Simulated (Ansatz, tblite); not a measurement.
Removing and adding an electron: the cluster Pb3F6 (the lowest singlet isomer of a short search). Total charge 0; singlet. Geometry: B3LYP-D4/def2-SVP. Ansatz, gas phase; energy differences of separate SCF runs; the oxidised species was run as a doublet alone; the reduced species was run as a doublet alone.

```xyz
9

Pb    1.9633   -0.7397   -0.0616
Pb   -0.3952    1.8539    0.9013
Pb   -1.5681   -1.1142   -0.8397
F     1.3966    1.4386   -0.4541
F     0.4883   -0.8589   -1.8022
F     0.1235   -2.0110    0.4068
F     1.0308    0.2861    1.7545
F    -1.7025   -0.0031    1.1521
F    -1.3367    1.1484   -1.0571
```

In the def2 sets Pb takes a core potential; there is no spin–orbit coupling. The xTB rows come from tblite. The structure comes from a short search, and lower isomers may exist.

Task: Estimate orbital energies and vertical ionisation energies and electron affinities at: GFN1-xTB; GFN2-xTB; PBE-D4/def2-TZVPD; PBE0-D4/def2-TZVP; PBE0-D4/def2-TZVPD; ωB97M-V/def2-TZVP.

Result: 
| level | −HOMO (eV) | vertical IE (eV) | −LUMO (eV) | vertical EA (eV) | HOMO–LUMO gap (eV) | IE − EA (eV) | remarks |
| --- | --- | --- | --- | --- | --- | --- | --- |
| GFN1-xTB | 11.06 | 13.87 | 4.97 | 2.18 | 6.09 | 11.69 | – |
| GFN2-xTB | 11.28 | 14.05 | 3.70 | 1.23 | 7.58 | 12.83 | – |
| PBE-D4/def2-TZVPD | 7.27 | – | 2.09 | 0.29 | 5.18 | – | HOMO above zero (-1 doublet) |
| PBE0-D4/def2-TZVP | 8.54 | 10.28 | 1.27 | – | 7.27 | – | – |
| PBE0-D4/def2-TZVPD | 8.56 | – | 1.35 | 0.08 | 7.21 | – | HOMO above zero (-1 doublet) |
| ωB97M-V/def2-TZVP | 10.68 | 10.64 | -0.30 | – | 10.98 | – | – |

Run but left out: PBE-D4/def2-TZVP (charge +1 doublet: an occupied level 0.21 eV above an empty one).   A HOMO above zero means that the electron is unbound at that level or that self-interaction error raises the level; the energy of removing that electron tells which. Raw xTB energy differences between charge states are shifted by several eV; the methods need an empirical correction for them.
